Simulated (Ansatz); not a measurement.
Consider the ligand exchange at a Ga–F bond: `[CH3][GaH][F]` + `C[SeH]` → `[CH3][GaH][Se]C` + H–F.

Calculated with Ansatz (gas phase, PBE0-D4/def2-TZVP geometries, no zero-point term in ΔE). CCSD(T)/CBS adds triple-zeta CCSD(T) − MP2 to the extrapolated MP2 energy (def2 sets, frozen cores). This one scheme is used for every species. Functionals use def2-TZVPP. B3LYP here is the variant with VWN-RPA as its local correlation; programs differ in this. HSE06 is defined as in plane-wave codes. For Ga, Se outer-core shells are correlated without core-valence functions, which leaves a few kJ/mol of doubt a bond. Scalar relativity is left out up to krypton. One conformer a species, not always the lowest.

Task: Is it downhill or uphill in electronic energy at CCSD(T)/CBS, and by how much? (Estimate.)

Result: Computed: Downhill: ΔE = -16.4 kJ/mol.

Task: What do these levels give: r2SCAN0-D4, B3LYP, HSE06, RPA@PBE/def2-TZVPP, HF/def2-TZVPP, HF/def2-QZVPP? (An estimate is asked.)

Result: Computed: r2SCAN0-D4 -9.9, B3LYP 7.3, HSE06 -8.8, RPA@PBE/def2-TZVPP -5.3, HF/def2-TZVPP 10.9, HF/def2-QZVPP 14.0 kJ/mol.

Largest T1 diagnostic among the species: 0.013.

From r2SCAN to r2SCAN0 (25 % exact exchange), in def2-TZVPP and without D4, ΔE moves by −4.5 kJ/mol. Leaving LDA and LC-ωPBE aside and taking each functional with its dispersion term where it has one, the values, not all of them listed here, spread over 21.1 kJ/mol, from HSE06-D4 to B97M-V. LDA lies −8.6 kJ/mol from PBE without D4. The D4 term adds −12.5 kJ/mol with B3LYP and −7.0 kJ/mol with PBE0; it sums over pairs of atoms, weighted by their polarisabilities, and B3LYP, whose exchange is more repulsive, gets the larger term.
